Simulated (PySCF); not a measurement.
Vertical excitations of a molecule C2H3BF2O from TDDFT-PBE/def2-SVPD (PySCF), as energy in eV (oscillator strength): 2.77 (0.000), 5.62 (0.011), 6.05 (0.003), 6.23 (0.005), 6.55 (0.042), 6.91 (0.087), 6.98 (0.000), 7.36 (0.028), 7.48 (0.000), 7.68 (0.000). Lowest triplet (TDA): 2.08 eV. Coordinates come from a ωB97X-D3(BJ)/def2-SVP optimisation. One conformer was computed; it need not be the lowest.

Q: Identify the compound among the candidates.
A) OB(F)/C=C/F
B) O=CB(F)CF
C) CC(=O)B(F)F
D) O=CCB(F)F

A: C, CC(=O)B(F)F
